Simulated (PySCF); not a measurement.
Cd(Me) (CH3Cd), SMILES [CH3][Cd] (connectivity only; charge and spin as stated), neutral, multiplicity 2.

Coordinates come from a B3LYP-D3(BJ)/def2-TZVP optimisation. The spin state was assumed, not searched. The isomer is the one that the SMILES or the coordinates give; other isomers of the formula were not compared. The def2 effective core potentials stand for the cores of Cd; spin–orbit coupling is left out.

Calculation: PySCF 2.14.0 with TDA-PBE/def2-TZVPD.

Vertical excitations; the highest root listed may be one member of a degenerate set. Isolated molecule, no solvent.

**Question.** List the lowest excited states. (An estimate is asked for; the answer gives what the named calculation found.)

**Answer.** 
```
state    energy (eV)  λ (nm)      f                                       main pairs
-------  -----------  ------  -----  -----------------------------------------------
root 1          3.04     407  0.056                     α HOMO→LUMO (degenerate set)
root 2          3.04     407  0.056                   α HOMO→LUMO+1 (degenerate set)
root 3          3.63     341  0.020             α HOMO→LUMO+2 31 %, β HOMO→LUMO 63 %
root 4          4.47     277  0.299             α HOMO→LUMO+2 66 %, β HOMO→LUMO 23 %
root 5          5.36     231  0.012    α HOMO−1→LUMO, β HOMO→LUMO+1 (degenerate set)
root 6          5.36     231  0.012  α HOMO−1→LUMO+1, β HOMO→LUMO+2 (degenerate set)
root 7          5.97     208  0.540              α HOMO→LUMO+3 83 %, β HOMO→LUMO 8 %
root 8          6.14     202  0.010    α HOMO→LUMO+4, β HOMO−2→LUMO (degenerate set)
root 9          6.14     202  0.010    α HOMO→LUMO+5, β HOMO−1→LUMO (degenerate set)
root 10         6.31     197  0.001           α HOMO→LUMO+4 41 %, β HOMO−2→LUMO 58 %
```
Unrestricted roots are not spin-pure.
